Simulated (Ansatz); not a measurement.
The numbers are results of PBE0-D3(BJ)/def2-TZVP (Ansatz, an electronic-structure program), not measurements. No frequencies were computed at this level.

Ansatz 0.2 input:
```yaml
crystal:
  periodic: [false, false, false]
  atoms:
    - { symbol: Si, position_ang: [-2.102943, 0.099664, -0.013835] }
    - { symbol: Si, position_ang: [-0.108417, 0.907152, -0.864889] }
    - { symbol: Si, position_ang: [1.368724, -0.863816, -1.058501] }
    - { symbol: Si, position_ang: [1.806856, 0.611247, 0.638204] }
    - { symbol: H, position_ang: [-2.99211, -0.218385, -1.139584] }
    - { symbol: H, position_ang: [-2.163598, -1.083395, 0.859794] }
    - { symbol: H, position_ang: [-2.785864, 1.158849, 0.740858] }
    - { symbol: H, position_ang: [1.888929, -2.188494, -1.504706] }
    - { symbol: H, position_ang: [2.901791, 1.572182, 0.40901] }
    - { symbol: H, position_ang: [2.186633, 0.004996, 1.933648] }
basis:
  gaussian: { orbitals: def2-tzvp }
hamiltonian:
  xc: pbe0
  dispersion: d3bj
relax:
  max_steps: 150
```

Output:

```
[...]
these checks for a lower state are left out or cut short: starts, cluster_reference, orbital_swaps, neighbouring_geometries, increment
1336 factors; their error is unknown
mean field evaluation 64: about -31593.6143 eV, gradient 5.1e-4 eV
mean field -31593.61425304 eV, -1161.0439088785 hartree, gradient 1.3e-5 eV, S^2 0.000000; 0 other end points of the search recorded, 0 dependent functions left out
reference -31593.61429314 eV, -1161.0439103518 hartree; 31, 31 occupied and 153, 153 virtual orbitals, 1336 factors
relax step   8: F+E_penalty+E_count = -31593.90076123 eV  Δ(F+E_penalty+E_count) = +6.475e-3 eV  max|allowed force component| = 5.786e-1 eV/Å  Δτ_max = 0.1639 Å  (31 SCF iters, rejected (line search))
these checks for a lower state are left out or cut short: starts, cluster_reference, orbital_swaps, neighbouring_geometries, increment
1336 factors; their error is unknown
mean field -31593.63050879 eV, -1161.0445062662 hartree, gradient 1.9e-5 eV, S^2 0.000000; 0 other end points of the search recorded, 0 dependent functions left out
reference -31593.63054891 eV, -1161.0445077405 hartree; 31, 31 occupied and 153, 153 virtual orbitals, 1336 factors
relax step   9: F+E_penalty+E_count = -31593.91692549 eV  Δ(F+E_penalty+E_count) = -9.689e-3 eV  max|allowed force component| = 8.192e-2 eV/Å  Δτ_max = 0.0798 Å  (30 SCF iters, accepted)
these checks for a lower state are left out or cut short: starts, cluster_reference, orbital_swaps, neighbouring_geometries, increment
1336 factors; their error is unknown
mean field -31593.63592358 eV, -1161.0447052560 hartree, gradient 2.6e-5 eV, S^2 0.000000; 0 other end points of the search recorded, 0 dependent functions left out
reference -31593.63596377 eV, -1161.0447067330 hartree; 31, 31 occupied and 153, 153 virtual orbitals, 1336 factors
relax step  10: F+E_penalty+E_count = -31593.92201592 eV  Δ(F+E_penalty+E_count) = -5.090e-3 eV  max|allowed force component| = 4.451e-2 eV/Å  Δτ_max = 0.1000 Å  (30 SCF iters, accepted)
these checks for a lower state are left out or cut short: starts, cluster_reference, orbital_swaps, neighbouring_geometries, increment
1336 factors; their error is unknown
mean field -31593.63712487 eV, -1161.0447494025 hartree, gradient 1.3e-5 eV, S^2 0.000000; 0 other end points of the search recorded, 0 dependent functions left out
reference -31593.63716516 eV, -1161.0447508832 hartree; 31, 31 occupied and 153, 153 virtual orbitals, 1336 factors
relax step  11: F+E_penalty+E_count = -31593.92327419 eV  Δ(F+E_penalty+E_count) = -1.258e-3 eV  max|allowed force component| = 3.635e-2 eV/Å  Δτ_max = 0.0655 Å  (30 SCF iters, accepted)
these checks for a lower state are left out or cut short: starts, cluster_reference, orbital_swaps, neighbouring_geometries, increment
1336 factors; their error is unknown
mean field -31593.63801787 eV, -1161.0447822199 hartree, gradient 2.0e-5 eV, S^2 0.000000; 0 other end points of the search recorded, 0 dependent functions left out
reference -31593.63805819 eV, -1161.0447837015 hartree; 31, 31 occupied and 153, 153 virtual orbitals, 1336 factors
relax step  12: F+E_penalty+E_count = -31593.92410320 eV  Δ(F+E_penalty+E_count) = -8.290e-4 eV  max|allowed force component| = 4.279e-2 eV/Å  Δτ_max = 0.0372 Å  (29 SCF iters, accepted)
these checks for a lower state are left out or cut short: starts, cluster_reference, orbital_swaps, neighbouring_geometries, increment
1336 factors; their error is unknown
mean field evaluation 96: about -31593.5073 eV, gradient 6.1e-4 eV
mean field -31593.63837028 eV, -1161.0447951704 hartree, gradient 1.8e-5 eV, S^2 0.000000; 0 other end points of the search recorded, 0 dependent functions left out
reference -31593.63841058 eV, -1161.0447966517 hartree; 31, 31 occupied and 153, 153 virtual orbitals, 1336 factors
relax step  13: F+E_penalty+E_count = -31593.92446815 eV  Δ(F+E_penalty+E_count) = -3.649e-4 eV  max|allowed force component| = 9.976e-3 eV/Å  Δτ_max = 0.0117 Å  (29 SCF iters, accepted)
these checks for a lower state are left out or cut short: starts, cluster_reference, orbital_swaps, neighbouring_geometries, increment
1336 factors; their error is unknown
mean field -31593.63850051 eV, -1161.0447999566 hartree, gradient 1.8e-5 eV, S^2 0.000000; 0 other end points of the search recorded, 0 dependent functions left out
reference -31593.63854082 eV, -1161.0448014376 hartree; 31, 31 occupied and 153, 153 virtual orbitals, 1336 factors
relax step  14: F+E_penalty+E_count = -31593.92462724 eV  Δ(F+E_penalty+E_count) = -1.591e-4 eV  max|allowed force component| = 5.521e-3 eV/Å  Δτ_max = 0.0104 Å  (29 SCF iters, accepted)
these checks for a lower state are left out or cut short: starts, cluster_reference, orbital_swaps, neighbouring_geometries, increment
1336 factors; their error is unknown
mean field -31593.63897097 eV, -1161.0448172455 hartree, gradient 1.4e-5 eV, S^2 0.000000; 0 other end points of the search recorded, 0 dependent functions left out
reference -31593.63901122 eV, -1161.0448187247 hartree; 31, 31 occupied and 153, 153 virtual orbitals, 1336 factors
relax step  15: F+E_penalty+E_count = -31593.92518043 eV  Δ(F+E_penalty+E_count) = -5.532e-4 eV  max|allowed force component| = 4.180e-2 eV/Å  Δτ_max = 0.0555 Å  (28 SCF iters, accepted)
these checks for a lower state are left out or cut short: starts, cluster_reference, orbital_swaps, neighbouring_geometries, increment
1336 factors; their error is unknown
mean field -31593.63931285 eV, -1161.0448298094 hartree, gradient 1.5e-5 eV, S^2 0.000000; 0 other end points of the search recorded, 0 dependent functions left out
reference -31593.63935303 eV, -1161.0448312859 hartree; 31, 31 occupied and 153, 153 virtual orbitals, 1336 factors
relax step  16: F+E_penalty+E_count = -31593.92554262 eV  Δ(F+E_penalty+E_count) = -3.622e-4 eV  max|allowed force component| = 8.526e-2 eV/Å  Δτ_max = 0.0688 Å  (28 SCF iters, accepted)
these checks for a lower state are left out or cut short: starts, cluster_reference, orbital_swaps, neighbouring_geometries, increment
1336 factors; their error is unknown
mean field evaluation 128: about -31593.6398 eV, gradient 2.7e-5 eV
mean field -31593.63984860 eV, -1161.0448494979 hartree, gradient 2.7e-5 eV, S^2 0.000000; 0 other end points of the search recorded, 0 dependent functions left out
reference -31593.63988877 eV, -1161.0448509741 hartree; 31, 31 occupied and 153, 153 virtual orbitals, 1336 factors
relax step  17: F+E_penalty+E_count = -31593.92602426 eV  Δ(F+E_penalty+E_count) = -4.816e-4 eV  max|allowed force component| = 6.380e-2 eV/Å  Δτ_max = 0.0093 Å  (24 SCF iters, accepted)
these checks for a lower state are left out or cut short: starts, cluster_reference, orbital_swaps, neighbouring_geometries, increment
1336 factors; their error is unknown
mean field -31593.64076209 eV, -1161.0448830680 hartree, gradient 1.3e-5 eV, S^2 0.000000; 0 other end points of the search recorded, 0 dependent functions left out
reference -31593.64080221 eV, -1161.0448845425 hartree; 31, 31 occupied and 153, 153 virtual orbitals, 1336 factors
relax step  18: F+E_penalty+E_count = -31593.92690721 eV  Δ(F+E_penalty+E_count) = -8.829e-4 eV  max|allowed force component| = 2.183e-2 eV/Å  Δτ_max = 0.0390 Å  (29 SCF iters, accepted)
these checks for a lower state are left out or cut short: starts, cluster_reference, orbital_swaps, neighbouring_geometries, increment
1336 factors; their error is unknown
mean field -31593.64173281 eV, -1161.0449187411 hartree, gradient 2.6e-5 eV, S^2 0.000000; 0 other end points of the search recorded, 0 dependent functions left out
reference -31593.64177292 eV, -1161.0449202153 hartree; 31, 31 occupied and 153, 153 virtual orbitals, 1336 factors
relax step  19: F+E_penalty+E_count = -31593.92780262 eV  Δ(F+E_penalty+E_count) = -8.954e-4 eV  max|allowed force component| = 5.042e-2 eV/Å  Δτ_max = 0.0898 Å  (28 SCF iters, accepted)
these checks for a lower state are left out or cut short: starts, cluster_reference, orbital_swaps, neighbouring_geometries, increment
1336 factors; their error is unknown
mean field -31593.64201181 eV, -1161.0449289943 hartree, gradient 1.8e-5 eV, S^2 0.000000; 0 other end points of the search recorded, 0 dependent functions left out
reference -31593.64205211 eV, -1161.0449304753 hartree; 31, 31 occupied and 153, 153 virtual orbitals, 1336 factors
relax step  20: F+E_penalty+E_count = -31593.92803131 eV  Δ(F+E_penalty+E_count) = -2.287e-4 eV  max|allowed force component| = 9.867e-2 eV/Å  Δτ_max = 0.0795 Å  (29 SCF iters, accepted)
these checks for a lower state are left out or cut short: starts, cluster_reference, orbital_swaps, neighbouring_geometries, increment
1336 factors; their error is unknown
mean field -31593.64257696 eV, -1161.0449497633 hartree, gradient 1.5e-5 eV, S^2 0.000000; 0 other end points of the search recorded, 0 dependent functions left out
reference -31593.64261724 eV, -1161.0449512435 hartree; 31, 31 occupied and 153, 153 virtual orbitals, 1336 factors
relax step  21: F+E_penalty+E_count = -31593.92865839 eV  Δ(F+E_penalty+E_count) = -6.271e-4 eV  max|allowed force component| = 5.162e-2 eV/Å  Δτ_max = 0.0053 Å  (25 SCF iters, accepted)
these checks for a lower state are left out or cut short: starts, cluster_reference, orbital_swaps, neighbouring_geometries, increment
1336 factors; their error is unknown
mean field evaluation 160: about -31593.6430 eV, gradient 1.1e-4 eV
mean field -31593.64300635 eV, -1161.0449655430 hartree, gradient 1.8e-5 eV, S^2 0.000000; 0 other end points of the search recorded, 0 dependent functions left out
reference -31593.64304669 eV, -1161.0449670254 hartree; 31, 31 occupied and 153, 153 virtual orbitals, 1336 factors
relax step  22: F+E_penalty+E_count = -31593.92920967 eV  Δ(F+E_penalty+E_count) = -5.513e-4 eV  max|allowed force component| = 7.995e-3 eV/Å  Δτ_max = 0.0275 Å  (29 SCF iters, accepted)
these checks for a lower state are left out or cut short: starts, cluster_reference, orbital_swaps, neighbouring_geometries, increment
1336 factors; their error is unknown
mean field -31593.64336833 eV, -1161.0449788454 hartree, gradient 2.0e-5 eV, S^2 0.000000; 0 other end points of the search recorded, 0 dependent functions left out
reference -31593.64340881 eV, -1161.0449803329 hartree; 31, 31 occupied and 153, 153 virtual orbitals, 1336 factors
relax step  23: F+E_penalty+E_count = -31593.92960818 eV  Δ(F+E_penalty+E_count) = -3.985e-4 eV  max|allowed force component| = 1.606e-2 eV/Å  Δτ_max = 0.0632 Å  (28 SCF iters, accepted)
these checks for a lower state are left out or cut short: starts, cluster_reference, orbital_swaps, neighbouring_geometries, increment
1336 factors; their error is unknown
mean field -31593.64165776 eV, -1161.0449159832 hartree, gradient 2.5e-5 eV, S^2 0.000000; 0 other end points of the search recorded, 0 dependent functions left out
reference -31593.64169842 eV, -1161.0449174774 hartree; 31, 31 occupied and 153, 153 virtual orbitals, 1336 factors
relax step  24: F+E_penalty+E_count = -31593.92784568 eV  Δ(F+E_penalty+E_count) = +1.763e-3 eV  max|allowed force component| = 1.742e-1 eV/Å  Δτ_max = 0.1378 Å  (28 SCF iters, rejected (line search))
these checks for a lower state are left out or cut short: starts, cluster_reference, orbital_swaps, neighbouring_geometries, increment
1336 factors; their error is unknown
mean field -31593.63153942 eV, -1161.0445441411 hartree, gradient 2.3e-5 eV, S^2 0.000000; 0 other end points of the search recorded, 0 dependent functions left out
reference -31593.63158009 eV, -1161.0445456358 hartree; 31, 31 occupied and 153, 153 virtual orbitals, 1336 factors
relax step  25: F+E_penalty+E_count = -31593.91750378 eV  Δ(F+E_penalty+E_count) = +1.210e-2 eV  max|allowed force component| = 1.418e-1 eV/Å  Δτ_max = 0.0689 Å  (30 SCF iters, rejected (line search))
these checks for a lower state are left out or cut short: starts, cluster_reference, orbital_swaps, neighbouring_geometries, increment
1336 factors; their error is unknown
mean field -31593.64369345 eV, -1161.0449907935 hartree, gradient 2.0e-5 eV, S^2 0.000000; 0 other end points of the search recorded, 0 dependent functions left out
reference -31593.64373398 eV, -1161.0449922828 hartree; 31, 31 occupied and 153, 153 virtual orbitals, 1336 factors
relax step  26: F+E_penalty+E_count = -31593.92989220 eV  Δ(F+E_penalty+E_count) = -2.840e-4 eV  max|allowed force component| = 2.592e-3 eV/Å  Δτ_max = 0.0191 Å  (29 SCF iters, accepted)
1336 factors; their error is unknown
mean field evaluation 192: about -31593.6437 eV, gradient 2.0e-5 eV
mean field -31593.64369345 eV, -1161.0449907935 hartree, gradient 2.0e-5 eV, S^2 0.000000; 1 other end points of the search recorded, 0 dependent functions left out
reference -31593.64373398 eV, -1161.0449922828 hartree; 31, 31 occupied and 153, 153 virtual orbitals, 1336 factors
Total energy: -31593.92993272 eV, -1161.0555098926 hartree
Atom 0 at    -2.369108     0.103161     0.048293 Å, force    -0.000936    -0.000362    -0.000072 eV/Å
Atom 1 at    -0.055984    -0.098650    -0.135481 Å, force    -0.000988     0.001324     0.001339 eV/Å
Atom 2 at     1.638717    -0.908539    -1.108584 Å, force     0.002592     0.000033    -0.000908 eV/Å
Atom 3 at     2.031238     0.459590     0.664126 Å, force    -0.001942    -0.000436    -0.000570 eV/Å
Atom 4 at    -3.001375    -0.517705    -1.143153 Å, force    -0.000732    -0.001401     0.001400 eV/Å
Atom 5 at    -2.832987    -0.584560     1.281022 Å, force     0.000326     0.001303     0.000527 eV/Å
Atom 6 at    -2.733437     1.541447     0.124093 Å, force     0.000254     0.000173    -0.001968 eV/Å
Atom 7 at     2.205700    -1.762864    -2.186562 Å, force     0.000242     0.000717    -0.000528 eV/Å
Atom 8 at     2.584941     1.832488     0.489708 Å, force     0.000691    -0.000168     0.000821 eV/Å
Atom 9 at     2.532296    -0.064369     1.966537 Å, force     0.000493    -0.001183    -0.000040 eV/Å
Dipole moment:    -0.165283    -0.050633    -0.069609 e Å
```

Cost: about 2.9 core-minutes (a rough figure).
